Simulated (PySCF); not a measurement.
**Adding and removing an electron: InN**

PW91; In def2-SVPD with ECP28, N def2-SVPD; scalar-relativistic core potentials (PySCF 2.14). Neutral (UKS): triplet (π ↑↑), Re = 2.257 Å, ωe = 429 cm⁻¹, De = 2.25 eV, HOMO -4.52 eV, LUMO -3.81 eV.

InN⁻ (UKS): doublet (π ↑), Re = 2.069 Å, ωe = 565 cm⁻¹, De = 3.46 eV to In⁻ + N. The energies at the minima are -244.78486 hartree for InN and -244.83597 for InN⁻.

Work out the adiabatic electron affinity, without and with harmonic zero-point energies (1 hartree = 27.2114 eV, 1 eV = 8065.5 cm⁻¹), and the change of the bond length.

At PW91: 0.05111 hartree = 1.391 eV between the minima; the zero-point term (429.0 − 565.0)/2 cm⁻¹ = -0.008 eV makes it 1.382 eV. Re changes by -18.8 pm against the neutral. The electron enters a π orbital; the charge polarises the partner, so the anion is bound more strongly.

These are scalar-relativistic numbers at best; spin–orbit coupling would shift them, the dissociation energy most. For an ion De counts to the pair picked by the measured ionisation energies or electron affinities, which need not be the lowest pair at this level. The highest Kohn–Sham level is positive in this anion. Much of that is self-interaction error, but it also means that the finite basis helps to hold the extra electron. States were picked by a PBE0 search and need not be the measured ground states.
